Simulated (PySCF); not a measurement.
## Be₂⁺: energy against distance

Set-up: PySCF, no relativity, basis sets Be aug-cc-pVDZ. Energies in eV from Be⁺ + Be in their ground configurations at the same level. State: doublet, unpaired electrons σ ↑.

| R (Å) | ROHF-MP2 | BLYP | ROHF-CCSD |
| --- | --- | --- | --- |
| 1.916 | -1.526 | -2.061 |  |
| 2.005 | -1.732 | -2.225 | -1.711 |
| 2.094 | -1.855 | -2.313 | -1.829 |
| 2.161 | -1.906 | -2.341 | -1.877 |
| 2.228 | -1.929 | -2.345 | -1.898 |
| 2.295 | -1.929 | -2.329 | -1.897 |
| 2.384 | -1.902 | -2.285 | -1.868 |
| 2.495 | -1.836 | -2.206 | -1.802 |
| 2.629 | -1.726 | -2.091 | -1.694 |
| 2.807 | -1.554 | -1.925 |  |

Put a parabola through the three lowest points of the ROHF-MP2 curve and estimate Re, k and ωe (reduced mass 4.506 u; 1 eV/Å² = 0.16022 mdyn/Å; ωe = 1302.8·√(k/μ) cm⁻¹).

Through R = 2.228, 2.295, 2.384 Å the second-order coefficient is 1.94 eV/Å², so Re ≈ 2.261 Å, k ≈ 0.623 mdyn/Å and ωe ≈ 484 cm⁻¹. A polynomial fit of higher order to the unrounded ROHF-MP2 energies gives Re = 2.261 Å, k = 0.723 mdyn/Å, ωe = 522 cm⁻¹; anharmonicity and rounding make the difference.

The higher-order fit for each curve: ROHF-MP2: Re = 2.261 Å, ωe = 522 cm⁻¹, De = 1.93 eV; BLYP: Re = 2.204 Å, ωe = 534 cm⁻¹, De = 2.35 eV; ROHF-CCSD: Re = 2.256 Å, ωe = 518 cm⁻¹, De = 1.90 eV.

Correlated steps freeze no core orbitals. Correlated levels converge slowly with the basis: in double zeta they bind strong bonds too weakly, by up to about 1 eV, and carry superposition errors of some tenths. The state is the lowest determinant that a PBE0 search found; another state may lie lower at other levels.
